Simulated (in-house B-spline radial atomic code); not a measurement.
## Ionising neutral platinum with different functionals

Computed with an all-electron radial atomic-structure program (B-spline basis): four-component Dirac-Coulomb Hamiltonian, Fermi nucleus of rms radius 5.427 fm, spin-restricted, spherical fractional occupations for the functionals, and exact exchange of hybrids averaged over the configuration. The ionisation energy is the difference of two self-consistent energies, [Xe] 4f14 5d9 6s1 → [Xe] 4f14 5d9, without Breit or QED terms; ε is the level of the shell that loses the electron (mean over j).

| method | rung | ΔSCF (eV) | -ε(6s) (eV) |
| --- | --- | --- | --- |
| B97-1 | global hybrid | 8.90 | 6.20 |
| LC-wPBE | range-separated hybrid | ? | ? |
| HSE06 | range-separated hybrid | 8.96 | 6.04 |
| CAM-B3LYP | range-separated hybrid | ? | ? |

**Question.** What does CAM-B3LYP give?

**Answer.** ΔSCF 9.01 eV, and -ε(6s) = 7.63 eV.

**Question.** What does LC-wPBE give?

**Answer.** ΔSCF 8.59 eV, and -ε(6s) = 8.46 eV.

**Question.** Among the functionals, which spreads more, the ΔSCF values or the orbital energies?

**Answer.** The orbital energies: ΔSCF values span about 0.42 eV and the orbital energies 2.42 eV; here energy differences depend much less on the functional than eigenvalues do.

**Question.** How do they compare with the NIST value?

**Answer.** NIST lists 8.959 eV (measured, ground level to ground level). Errors run from -0.37 to +0.06 eV; HSE06 is closest (+0.00 eV), but part of that can be cancellation, since the calculations leave out Breit-QED terms, spin polarisation, the choice among j levels, multiplet and fine-structure energies.
